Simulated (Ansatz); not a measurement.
Reactions of CH4ClFOSeSi (`CO[Si](F)(Cl)[SeH]`).

Program: Ansatz. Geometries: PBE0-D4/def2-TZVP. ΔE: electronic, gas phase. CCSD(T)/CBS is the MP2 limit (def2-TZVPP, def2-QZVPP) plus CCSD(T) − MP2 in def2-TZVPP, frozen cores. This one scheme is used for every species, atoms too. Open shells (•) are unrestricted, without spin–orbit coupling. Spin–orbit coupling would lower the free atoms: a little for Cl. def2 core potentials past Kr. Bonds to In, Se are less sure, by a few kJ/mol each and by 10 to 20 or more in all where they break to atoms, as the def2 sets lack core-valence functions. Scalar relativity is left out up to krypton. One conformer a species, not always the lowest.

(1) Order these by ΔE at CCSD(T)/CBS, lowest first. (Best estimate.)
A. `CO[Si](F)(Cl)[SeH]` + CH₃NH₂ → `CN[Si](F)(Cl)OC` + H₂Se
B. `CO[Si](F)(Cl)[SeH]` + HCl → `CO[Si](Cl)(Cl)[SeH]` + H–F
C. `CO[Si](F)(Cl)[SeH]` → Cl• + `CO[Si](F)[SeH]`•
D. `CO[Si](F)(Cl)[SeH]` + H₂S → `CO[Si](F)(S)Cl` + H₂Se
E. `CO[Si](F)(Cl)[SeH]` + `[NH2][In]([Cl])[Cl]` → `[Cl][In]([Cl])[SeH]` + `CO[Si](N)(F)Cl`

Largest T1 diagnostic: 0.013, for `CO[Si](F)[SeH]`•.

## Answers

(1) E (-114.4 kJ/mol), A (-15.9 kJ/mol), D (-0.9 kJ/mol), B (+44.0 kJ/mol), C (+488.5 kJ/mol).
